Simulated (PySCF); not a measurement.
Calculation: r2SCAN-D4/def2-TZVP (PySCF). Isolated molecules, 0 K electronic values unless said otherwise. One relaxed conformer stands for a flexible species; it need not be the lowest. Delta-SCF ions had no search for a lower state. Excitations are Tamm–Dancoff values on a coarser integration grid. The basis has no diffuse functions, so Rydberg states are missing or too high.

Reference species (SMILES): `NBBN` (N–B–B–N torsion 73°) (neutral, multiplicity 1).

```yaml
HOMO: -6.29 eV
T1 excitation (TDA): 4.94 eV
vertical ionisation energy (Delta-SCF): 9.45 eV
```

Changed species: `BB(N)N`.

Task: What does the change do to the HOMO, T1 excitation (TDA) and vertical ionisation energy (Delta-SCF)?

Result: the HOMO increases by 0.43 eV, to -5.86 eV; the T1 excitation (TDA) drops by 1.77 eV, to 3.17 eV; the vertical ionisation energy (Delta-SCF) falls by 0.44 eV, to 9.01 eV.
